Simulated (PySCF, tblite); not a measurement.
Species: C₉H₉N.
SMILES: `Cc1ccc2ccccn12`

Theory: PBE0/pcSseg-1 in PySCF (dipole) on a GFN2-xTB geometry, gas phase.

Take the most abundant isotopes and a rigid rotor. 

**Question.** Give the principal moments of inertia and the rotational constants in MHz.

**Answer.** Ia = 190.14, Ib = 372.57, Ic = 559.56 u·Å²; 505379 MHz·u·Å²/I gives A = 2658, B = 1356, C = 903.2 MHz.

**Question.** Classify the top.

**Answer.** An asymmetric top. Ray's parameter κ = (2B − A − C)/(A − C) = -0.483; −1 is the prolate and +1 the oblate limit.

**Question.** Is it planar, by Δ = Ic − Ia − Ib?

**Answer.** Not planar: Δ = Ic − Ia − Ib = -3.15 u·Å². For a rigid frame Δ = −2 Σ m c², so Σ m c² = 1.57 u·Å² lies off the ab plane, practically all of it from hydrogen. The atom farthest from that plane is 0.89 Å away.

**Question.** Give the other two planar moments, Paa and Pbb, and the rms extents of the mass along the axes.

**Answer.** Paa = Σ m a² = (Ib + Ic − Ia)/2 = 371.00 and Pbb = Σ m b² = (Ia + Ic − Ib)/2 = 188.56 u·Å². With the mass M = 131.07 u, the rms extents √(P/M) along a, b and c are 1.68, 1.20, 0.11 Å.

**Question.** Give the coordinates in the principal-axis frame, origin at the centre of mass.

**Answer.** The sense of each axis is arbitrary; atoms in the order of the calculation.
```json
{"atom": "C1", "mass (u)": "12.000", "a (Å)": "2.439", "b (Å)": "-1.446", "c (Å)": "0.000"}
{"atom": "C2", "mass (u)": "12.000", "a (Å)": "1.562", "b (Å)": "-0.244", "c (Å)": "0.000"}
{"atom": "C3", "mass (u)": "12.000", "a (Å)": "1.903", "b (Å)": "1.095", "c (Å)": "-0.001"}
{"atom": "C4", "mass (u)": "12.000", "a (Å)": "0.731", "b (Å)": "1.854", "c (Å)": "0.000"}
{"atom": "C5", "mass (u)": "12.000", "a (Å)": "-0.332", "b (Å)": "0.965", "c (Å)": "0.001"}
{"atom": "C6", "mass (u)": "12.000", "a (Å)": "-1.729", "b (Å)": "1.114", "c (Å)": "0.000"}
{"atom": "C7", "mass (u)": "12.000", "a (Å)": "-2.531", "b (Å)": "0.012", "c (Å)": "0.000"}
{"atom": "C8", "mass (u)": "12.000", "a (Å)": "-1.948", "b (Å)": "-1.279", "c (Å)": "0.000"}
{"atom": "C9", "mass (u)": "12.000", "a (Å)": "-0.599", "b (Å)": "-1.423", "c (Å)": "-0.001"}
{"atom": "N10", "mass (u)": "14.003", "a (Å)": "0.207", "b (Å)": "-0.327", "c (Å)": "0.001"}
{"atom": "H11", "mass (u)": "1.008", "a (Å)": "2.266", "b (Å)": "-2.060", "c (Å)": "-0.885"}
{"atom": "H12", "mass (u)": "1.008", "a (Å)": "2.261", "b (Å)": "-2.064", "c (Å)": "0.882"}
{"atom": "H13", "mass (u)": "1.008", "a (Å)": "3.479", "b (Å)": "-1.133", "c (Å)": "0.004"}
{"atom": "H14", "mass (u)": "1.008", "a (Å)": "2.906", "b (Å)": "1.475", "c (Å)": "-0.002"}
{"atom": "H15", "mass (u)": "1.008", "a (Å)": "0.656", "b (Å)": "2.923", "c (Å)": "-0.001"}
{"atom": "H16", "mass (u)": "1.008", "a (Å)": "-2.139", "b (Å)": "2.113", "c (Å)": "0.000"}
{"atom": "H17", "mass (u)": "1.008", "a (Å)": "-3.606", "b (Å)": "0.107", "c (Å)": "0.000"}
{"atom": "H18", "mass (u)": "1.008", "a (Å)": "-2.580", "b (Å)": "-2.152", "c (Å)": "-0.002"}
{"atom": "H19", "mass (u)": "1.008", "a (Å)": "-0.113", "b (Å)": "-2.386", "c (Å)": "-0.002"}
```

**Question.** Which types of transition are allowed, and where do some lines up to J = 3 fall?

**Answer.** The dipole components are |μa| = 0.08 D, |μb| = 1.30 D, |μc| = 0.00 D; the mirror of this Cs structure is the ab plane, so μc vanishes by symmetry and there are no c-type lines. The squared components, which scale the intensities, stand as 0.00 : 1.00 (a : b). Some lines, for components of 0.1 D or more:

| type | branch | J(Ka,Kc) | MHz | lower level (cm⁻¹) |
| --- | --- | --- | --- | --- |
| b | Q | 2(1,1) ← 2(0,2) | 2307 | 0.223 |
| b | R | 2(0,2) ← 1(1,1) | 3119 | 0.119 |
| b | Q | 3(1,2) ← 3(0,3) | 3286 | 0.437 |
| b | R | 1(1,1) ← 0(0,0) | 3561 | 0.000 |
| b | Q | 3(2,1) ← 3(1,2) | 3763 | 0.546 |
| b | Q | 2(2,0) ← 2(1,1) | 4004 | 0.300 |
| b | R | 2(1,2) ← 1(0,1) | 5368 | 0.075 |
| b | R | 3(0,3) ← 2(1,2) | 5462 | 0.254 |
| b | Q | 3(2,2) ← 3(1,3) | 6001 | 0.456 |
| b | Q | 3(3,0) ← 3(2,1) | 7243 | 0.672 |
| b | Q | 3(3,1) ← 3(2,2) | 7697 | 0.656 |
| b | R | 2(2,0) ← 1(1,1) | 9430 | 0.119 |
| b | R | 3(2,2) ← 2(1,1) | 10684 | 0.300 |
| b | R | 3(2,1) ← 2(1,2) | 12512 | 0.254 |
| b | R | 3(3,0) ← 2(2,1) | 14490 | 0.430 |

**Question.** Estimate the classical rotational partition function at 50 K, 100 K and 500 K.

**Answer.** Point group Cs, symmetry number σ = 1; q = (√π/σ)·√((kT/h)³/(ABC)), k/h = 20836.6 MHz/K: 33000 at 50 K, 93400 at 100 K, 1040000 at 500 K.

Its GFN2-xTB frequencies are all real (lowest 135 cm⁻¹). Zero-point vibration and centrifugal distortion are left out. A rigid rotor knows nothing of internal rotation, which can split or shift real lines. Quadrupole hyperfine structure (14N) is left out.

Time: 84 s of wall time (grids of density and orbitals included); peak memory 0.94 GiB. Hardware: one thread, Arm Neoverse N1 (aarch64), on a shared host. This is the PBE0/pcSseg-1 job that gave the dipole, with the shieldings it also computed.
